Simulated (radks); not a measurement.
Species: Sm41+. Configuration: [Ar] 3d3 (the NIST ground configuration). Calculated with a radial shooting solver on a logarithmic mesh with Libxc functionals: Dirac Kohn-Sham, BLYP, spin-unpolarised, spherical densities, finite nucleus; open shells fill j = l - 1/2 first; Fermi nuclear charge, rms radius 5.0819 fm.

Unscreened Slater integrals over Kohn-Sham orbitals (hartree). Large and small components are both included. Empty in this configuration: 3d5/2.

\begin{tabular}{lr}
integral & value \\ \hline
F0(3d3/2,3d3/2) & 4.3698 \\
F2(3d3/2,3d3/2) & 2.2445 \\
F0(3d3/2,3p3/2) & 3.9972 \\
F2(3d3/2,3p3/2) & 1.8984 \\
G1(3d3/2,3p3/2) & 1.9746 \\
G3(3d3/2,3p3/2) & 1.3280 \\
F0(3d3/2,3p1/2) & 4.1044 \\
G1(3d3/2,3p1/2) & 2.1564 \\
F0(3d3/2,3s1/2) & 3.9772 \\
G2(3d3/2,3s1/2) & 1.5400 \\
F0(3d3/2,3d5/2) & 4.3355 \\
F2(3d3/2,3d5/2) & 2.2329 \\
G2(3d3/2,3d5/2) & 2.2044 \\
G4(3d3/2,3d5/2) & 1.4251 \\
F0(3p3/2,3p3/2) & 3.7792 \\
F2(3p3/2,3p3/2) & 1.8925 \\
F0(3p3/2,3p1/2) & 3.8634 \\
G2(3p3/2,3p1/2) & 1.9049 \\
F0(3p3/2,3s1/2) & 3.7593 \\
G1(3p3/2,3s1/2) & 2.4397 \\
F0(3p3/2,3d5/2) & 3.9719 \\
F2(3p3/2,3d5/2) & 1.9029 \\
G1(3p3/2,3d5/2) & 1.9998 \\
G3(3p3/2,3d5/2) & 1.3452 \\
F0(3p1/2,3p1/2) & 3.9562 \\
F0(3p1/2,3s1/2) & 3.8407 \\
G1(3p1/2,3s1/2) & 2.4283 \\
F0(3p1/2,3d5/2) & 4.0767 \\
G3(3p1/2,3d5/2) & 1.4293 \\
F0(3s1/2,3s1/2) & 3.7478 \\
F0(3s1/2,3d5/2) & 3.9530 \\
G2(3s1/2,3d5/2) & 1.5569 \\
F0(3d5/2,3d5/2) & 4.3024 \\
F2(3d5/2,3d5/2) & 2.2226 \\
F4(3d5/2,3d5/2) & 1.4373 \\
\end{tabular}
